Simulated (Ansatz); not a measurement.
Calculated with Ansatz (gas phase, PBE0-D4/def2-TZVP geometries, no zero-point term in ΔE). CCSD(T)/CBS is the MP2 limit (def2-TZVPP, def2-QZVPP) plus CCSD(T) − MP2 in def2-TZVPP, frozen cores. This one scheme is used for every species. Functionals use def2-TZVPP. HSE06 is defined as in plane-wave codes. For Ga outer-core shells are correlated without core-valence functions, which leaves a few kJ/mol of doubt a bond. Scalar relativity is left out up to krypton. Each species was taken in one conformer, which may not be the lowest.

Consider the ligand exchange at a Ga–C bond: `N=C=[CH][GaH2]` + `[SiH3]N[SiH3]` → `[SiH3][N]([SiH3])[GaH2]` + `C=C=N`.

```
             level  ΔE (kcal/mol)  difference from CCSD(T)/CBS
           BLYP-D4           -5.9                          0.7
           ωB97M-V           -5.7                          0.9
               PBE           -3.7                          2.9
             HSE06           -3.8                          2.8
           LC-ωPBE           -4.7                          1.9
  CCSD(T)/def2-SVP           -8.4                         -1.8
SCS-MP2/def2-TZVPP           -6.3                          0.3
     HF/def2-QZVPP           -4.2                          2.4
SCS-MP2/def2-QZVPP           -6.2                          0.4
    CCSD/CBS(def2)           -6.4                          0.2
       CCSD(T)/CBS           -6.6                            0
```

Largest T1 diagnostic among the species: 0.015.

In def2-TZVPP, CCSD(T) changes the Hartree–Fock value by −2.8 kcal/mol (the triples alone add −0.2 kcal/mol) and MP2 by −1.8 kcal/mol. The D4 term adds −2.1 kcal/mol with B3LYP and −1.1 kcal/mol with PBE0; it sums over pairs of atoms, weighted by their polarisabilities, and B3LYP, whose exchange is more repulsive, gets the larger term.

B3LYP here is the variant with VWN-RPA as its local correlation; programs differ in this.
